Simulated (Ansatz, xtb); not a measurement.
Pulling on the Si2–O1 bond in H4OSi (SMILES O[SiH3]) (multiplicity 1 held, fragments rigid). Energies count from the point at 1.653 Å.
Geometry at that point (charge 0, multiplicity 1):
```xyz
6

O      1.039    -0.335    -0.256
Si    -0.509     0.130     0.092
H      1.762     0.091     0.209
H     -0.843    -0.107     1.519
H     -1.379    -0.692    -0.771
H     -0.726     1.569    -0.196
```

R- and RO- levels are restricted; in cc, def2 and unpolarised 6-31G sets they are followed outwards from rest. Active spaces are followed from a long bond inwards. Left out are points that failed, MP2 points in a non-variational dive below the minimum, coupled-cluster points behind a sign of a changed root (a jump of the amplitudes, or a one-step jump against full CI or MRCI), small-basis points behind a change of solution, and semi-empirical points at long bonds. Curves can end on different states.

Cores are frozen in the correlated methods.

The values were computed with Ansatz (Gaussian basis) for Hartree–Fock, density functionals and correlated methods; xtb for the GFN methods. Values without a source in brackets are computed. The GFN methods have no spin term and hold the electronic entropy of 300 K.

Energies in eV.

```
R (Å)  GFN2-xTB  R-MP2/cc-pV(D+d)Z  R-SCS-MP2/cc-pV(D+d)Z  R-CCSDT/cc-pV(D+d)Z  FIC-NEVPT4(SD) on CASSCF(4,3)/cc-pV(D+d)Z  FIC-MRCISD+Q on CASSCF(4,3)/cc-pV(D+d)Z
-----  --------  -----------------  ---------------------  -------------------  -----------------------------------------  ---------------------------------------
1.322      3.49               3.50                   3.50                 3.51                                       3.48                                     3.50
1.488      0.41               0.68                   0.68                 0.69                                       0.68                                     0.68
1.653      0.00               0.00                   0.00                 0.00                                       0.00                                     0.00
1.818      0.39               0.27                   0.26                 0.25                                       0.26                                     0.26
1.983      1.02               0.93                   0.92                 0.89                                       0.90                                     0.90
2.231      2.07               2.13                   2.11                 2.05                                       2.05                                     2.06
2.479      3.08               3.27                   3.23                 3.09                                       3.09                                     3.10
2.892      4.40               4.72                   4.63                 4.25                                       4.23                                     4.23
3.306      5.20               5.60                   5.45                 4.75                                       4.69                                     4.69
3.801      5.67               6.03                   5.77                 4.94                                       4.87                                     4.86
4.463  left out               5.83                   5.37                 4.99                                       4.93                                     4.91
5.289  left out               4.90                   4.15                 4.99                                       4.94                                     4.93
```

Doubts at one or more of the structures used: a restricted determinant that unrestricted orbitals would lower (R-MP2/cc-pV(D+d)Z, R-SCS-MP2/cc-pV(D+d)Z, R-CCSDT/cc-pV(D+d)Z); other coupled-cluster roots lie near (R-CCSDT/cc-pV(D+d)Z); T1 above 0.05 (R-CCSDT/cc-pV(D+d)Z); active orbitals that take no part (FIC-NEVPT4(SD) on CASSCF(4,3)/cc-pV(D+d)Z, FIC-MRCISD+Q on CASSCF(4,3)/cc-pV(D+d)Z).

Ansatz is a program for electronic structure.
